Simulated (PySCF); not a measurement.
**Copper: a sound run and one with changed settings**

Sound run: Cu+ [Ar] 3d10, Cu(2+) [Ar] 3d9. Calculation: PySCF 2.14, in def2-SVP (5s3p2d1f, 31 functions); no relativity, point nucleus. The sound run starts from symmetry-adapted Hartree-Fock orbitals and uses a fine grid where one is needed.

A second run was set up differently.

```
species  method  sound run (hartree)  changed run (hartree)  converged
    Cu+     UHF          -1638.45918            -1638.45918        yes
    Cu+   M06-L          -1639.90562            -1639.73330        yes
    Cu+    PBE0          -1639.72144            -1639.63519        yes
 Cu(2+)     UHF          -1637.81777            -1637.81777        yes
 Cu(2+)   M06-L          -1639.15948            -1638.97475        yes
 Cu(2+)    PBE0          -1638.97521            -1638.88747        yes
```

Ionisation energy of Cu+:

```csv
method,sound run (eV),changed run (eV)
UHF,17.454,17.454
M06-L,20.304,20.641
PBE0,20.306,20.347
```

Task: What was changed?
A. radial grid too coarse
B. minimal basis
C. level shift left on
D. all electrons correlated in a valence basis

Result: A. It used radial step 0.5 in ln r (0.13 in the sound run). A coarse radial grid mis-integrates the density and the exchange-correlation energy, with errors of either sign; Hartree-Fock needs no grid.
